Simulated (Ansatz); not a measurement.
Consider the formal exchange of groups at the Si–C bond: `[SiH3]/C=[CH]\[GaH2]` + `N[SiH3]` → `N[SiH2][SiH3]` + `C=[CH][GaH2]`.

Calculated with Ansatz (gas phase, PBE0-D4/def2-TZVP geometries, no zero-point term in ΔE). CBS: MP2 limit from def2 TZ/QZ plus the TZ coupled-cluster correction, frozen cores. This one scheme is used for every species. DFT in def2-TZVPP. For Ga outer-core shells are correlated without core-valence functions, which leaves a few kJ/mol of doubt a bond. Scalar relativity is left out up to krypton. One conformer a species, not always the lowest.

`[SiH3]/C=[CH]\[GaH2]`:

Cartesian coordinates in Å:
```
Si 0.097 1.283 0.790
C -1.076 -0.142 0.753
C -0.789 -1.111 -0.127
Ga 0.820 -0.926 -1.272
H 1.128 0.908 -0.266
H 0.847 1.468 2.060
H -0.468 2.594 0.377
H -1.951 -0.201 1.401
H -1.455 -1.975 -0.185
H 2.169 -1.592 -0.822
H 0.678 -0.307 -2.708
```

`N[SiH3]`:

Z-matrix (Å, degrees):
```
Si
N 1 1.720
H 1 1.486 2 107.9
H 1 1.494 2 116.0 3 -120.3
H 1 1.486 2 107.9 3 119.4
H 2 1.007 1 119.6 3 -168.6
H 2 1.007 1 119.6 3 49.2
```

`N[SiH2][SiH3]`:

Cartesian coordinates in Å:
```
N 1.616 0.521 -0.566
Si 0.457 -0.713 -0.240
Si -1.447 0.276 0.697
H 1.338 1.342 -1.079
H 2.564 0.266 -0.792
H 1.079 -1.668 0.717
H 0.024 -1.522 -1.424
H -1.951 1.360 -0.194
H -1.151 0.871 2.028
H -2.529 -0.734 0.853
```

`C=[CH][GaH2]`:

Z-matrix (Å, degrees):
```
C
C 1 1.334
H 1 1.089 2 122.7
H 1 1.088 2 121.7 3 -180.0
Ga 2 1.950 1 120.5 3 180.0
H 2 1.089 1 117.7 3 -0.0
H 5 1.572 2 116.7 1 0.0
H 5 1.569 2 122.0 1 -180.0
```

CCSD(T)/CBS gives +0.9 kJ/mol.

Q: Another level gave +2.6 kJ/mol. Which?
A. BLYP-D4/def2-TZVPP
B. revPBE/def2-TZVPP
C. MP2/def2-TZVPP
D. ωB97M-V/def2-TZVPP

A: D. ωB97M-V 2.6, BLYP-D4 -5.2, revPBE -17.3, MP2/def2-TZVPP 7.5 kJ/mol.

Largest T1 diagnostic among the species: 0.013.

Leaving LDA and LC-ωPBE aside and taking each functional with its dispersion term where it has one, the values, not all of them listed here, spread over 10.9 kJ/mol, from PBE-D4 to ωB97M-V. LDA lies +14.1 kJ/mol from PBE without D4. The D4 term adds +5.6 kJ/mol with B3LYP and +2.8 kJ/mol with PBE0; it sums over pairs of atoms, weighted by their polarisabilities, and B3LYP, whose exchange is more repulsive, gets the larger term. In def2-TZVPP, CCSD(T) changes the Hartree–Fock value by +10.8 kJ/mol (the triples alone add +2.1 kJ/mol) and MP2 by +17.0 kJ/mol.

B3LYP here is the variant with VWN-RPA as its local correlation; programs differ in this.
